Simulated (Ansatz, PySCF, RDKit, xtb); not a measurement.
Pair of molecules: NH3 (SMILES N) (first 4 atoms) with N2 (SMILES N#N); geometry from B3LYP-D3(BJ)/def2-TZVP, rigid monomers moved along the line of their centres of mass till H4···N6 is 2.38 Å.
(charge 0, multiplicity 1):
| atom | x (Å) | y (Å) | z (Å) |
|---|---|---|---|
| N | -0.0768 | -0.1184 | -0.3546 |
| H | 0.8808 | 0.1503 | -0.5493 |
| H | -0.6597 | 0.6904 | -0.5370 |
| H | -0.1392 | -0.3191 | 0.6367 |
| N | -0.0115 | -0.0426 | 4.0876 |
| N | -0.0700 | -0.1809 | 3.0073 |

Counterpoise-corrected where a basis set is named; no monomer relaxation. RDKit's UFF carries no charges.

The values were computed with Ansatz (Gaussian basis) for Hartree–Fock, density functionals and correlated methods; PySCF for the dispersion terms; RDKit for the force fields; xtb for the GFN methods. 

Question: One of these levels gives -2.2 kJ/mol for the interaction energy. Which?
A. r2SCAN-D3(BJ)/def2-TZVPPD
B. GFN2-xTB
C. B3LYP/def2-TZVPPD
D. UFF

Answer: B, GFN2-xTB. The others give 5.9 (UFF), 0.0 (r2SCAN-D3(BJ)/def2-TZVPPD), 1.5 (B3LYP/def2-TZVPPD)

Ansatz is a first-principles code.
